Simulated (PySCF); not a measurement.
## Distorted geometries of [Ce(NH3)3]3+

[Ce(NH3)3]3+ (singlet in the valence; each metal's 4f electrons, 1 of them, lie in its core potential, out of spins and levels). PySCF 2.14.0, RKS r2SCAN, Ce lcecp-1-SVP with ECP47, N def2-SVP, H def2-SVP; non-relativistic Hamiltonian with scalar-relativistic core potentials where named; density fitting; no spin-orbit coupling. Relaxed geometry:

```xyz
13

Ce    0.0000    0.0000   -0.0101
N     2.5537    0.0008    0.0105
H     3.0007   -0.6539    0.6794
H     3.0092   -0.2523   -0.8869
H     3.0039    0.9054    0.2435
N    -1.2776    2.2111    0.0105
H    -0.9340    2.9256    0.6794
H    -1.2861    2.7322   -0.8869
H    -2.2861    2.1488    0.2435
N    -1.2761   -2.2120    0.0105
H    -2.0666   -2.2717    0.6794
H    -1.7231   -2.4799   -0.8869
H    -0.7178   -3.0542    0.2435
```

**Question.** Order these distorted geometries by energy above the relaxed one, lowest first.
A.
```xyz
13

Ce   -0.0450    0.0420   -0.1187
N     2.5968   -0.1058    0.0354
H     2.9466   -0.6704    0.7428
H     2.9365   -0.2462   -0.9172
H     2.9947    0.8819    0.1862
N    -1.1698    2.2853    0.0204
H    -0.9047    3.0032    0.6848
H    -1.2972    2.7012   -0.8916
H    -2.2034    2.1428    0.2152
N    -1.2118   -2.2340    0.0483
H    -1.9883   -2.2934    0.6661
H    -1.8516   -2.5142   -0.7894
H    -0.8030   -2.9924    0.2472
```
B.
```xyz
13

Ce   -0.1243   -0.0824    0.0323
N     2.6268    0.0107    0.0165
H     3.0915   -0.6987    0.6550
H     2.9688   -0.2178   -0.8339
H     2.9069    0.9635    0.3447
N    -1.3287    2.2078   -0.0523
H    -0.9259    2.9570    0.5440
H    -1.2823    2.6725   -0.9483
H    -2.2594    2.1952    0.2901
N    -1.3244   -2.3240    0.1047
H    -2.0688   -2.2049    0.6362
H    -1.6149   -2.4019   -0.9182
H    -0.6655   -3.0772    0.2587
```
C.
```xyz
13

Ce   -0.0576    0.0273   -0.0288
N     2.5828    0.1820   -0.0013
H     3.1210   -0.7506    0.6354
H     2.9700   -0.2611   -0.8361
H     3.0454    0.8433    0.2461
N    -1.3118    2.1794   -0.0801
H    -0.9385    2.8782    0.7552
H    -1.2568    2.8364   -0.8474
H    -2.3986    2.2711    0.2793
N    -1.2512   -2.2677   -0.0475
H    -2.0357   -2.3577    0.7204
H    -1.7568   -2.5140   -0.8800
H    -0.7121   -3.0664    0.2145
```

**Answer.** B (1.20 eV), A (1.37 eV), C (2.63 eV).

**Question.** Which forces (eV/Å) act in the one that lies 1.20 eV up?

**Answer.** 
```
Ce   1.04  0.46  0.10
N   -2.86  0.25  5.29
H   -0.38  0.96 -0.42
H    2.04 -0.47 -4.33
H    0.44 -0.73 -0.55
N    2.47 -0.45  0.88
H    0.22 -0.16  0.15
H   -0.59  0.35 -1.08
H   -2.10  0.07  0.07
N    5.35  1.76 -6.09
H   -5.16 -0.48  3.85
H   -0.18 -0.50  1.36
H   -0.29 -1.06  0.76
```
Forces carry noise of the integration grid, about 0.01 to 0.03 eV/Å.

No frequency check is given that shows the relaxed geometry to be a minimum. An lcecp potential fixes the number of 4f electrons, so in runs with it no electron can move into or out of that shell.
